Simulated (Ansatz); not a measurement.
Molecule: C₅H₆FN, net charge 0, singlet state. 
Coordinates optimised at B3LYP-D3(BJ)/def2-TZVP (Ansatz, a program for electronic structure):
```
N
C 1 1.3616
F 2 1.3364 1 118.83
C 2 1.3656 3 130.25 1 -179.73
H 4 1.0756 2 126.40 3 0.62
C 1 1.3824 2 107.47 3 179.70
C 6 1.3709 1 108.24 2 0.49
H 6 1.0759 7 131.34 4 -179.94
H 7 1.0768 6 125.76 8 -0.56
C 1 1.4476 2 125.73 3 4.13
H 10 1.0881 1 108.86 2 -157.43
H 10 1.0883 11 108.82 1 -119.73
H 10 1.0922 11 109.03 12 -118.51
```
Charge 0, spin multiplicity 1.

Quantity: atomisation energy (electronic, to ground-state atoms); the coupled-cluster value holds the core correlation from cc-pwCVTZ, in kcal/mol. Correlated levels leave the core frozen unless marked. UHF or UKS for open shells. No spin-orbit coupling. No relativistic terms. CBS(X,Y): correlation extrapolated as X^-3; Hartree-Fock from the larger set.

Level to compare with: CCSD(T)/CBS(cc-pVTZ,cc-pVQZ) plus the core term (Ansatz), 1370.3 kcal/mol. It is a level with limits of its own, and the differences hold the functionals' basis error too.

**Question.** Rank these functionals by how close they come to CCSD(T)/CBS(cc-pVTZ,cc-pVQZ), closest first: PBE/def2-TZVPD (Ansatz); r2SCAN0/def2-TZVPD (Ansatz); BHLYP/def2-TZVPD (Ansatz).

**Answer.** r2SCAN0/def2-TZVPD (hybrid meta-GGA, 1347.6 kcal/mol, difference -22.7), PBE/def2-TZVPD (GGA, 1417.7 kcal/mol, difference 47.4), BHLYP/def2-TZVPD (global hybrid, 1311.1 kcal/mol, difference -59.2)
